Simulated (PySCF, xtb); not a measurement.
BF3H3N, SMILES [NH3+][B-](F)(F)F.

Harmonic wavenumbers (cm⁻¹) from GFN2-xTB run with xtb at its own minimum, in rising order: 60, 256, 256, 391, 391, 422, 596, 689, 689, 822, 1163, 1164, 1194, 1462, 1462, 3400, 3417, 3418.

Problem. What does PBE0-D3(BJ)/def2-SVP in PySCF 2.14.0 give at its own minimum? (An estimate is asked for; the answer gives what the named calculation found.)

Solution. 105, 275, 275, 451, 451, 453, 690, 799, 799, 911, 1284, 1305, 1305, 1612, 1612, 3497, 3631, 3631. Paired by order, the mean absolute difference is 102 cm⁻¹ and the zero-point energies are 30.4 and 33.0 kcal/mol.
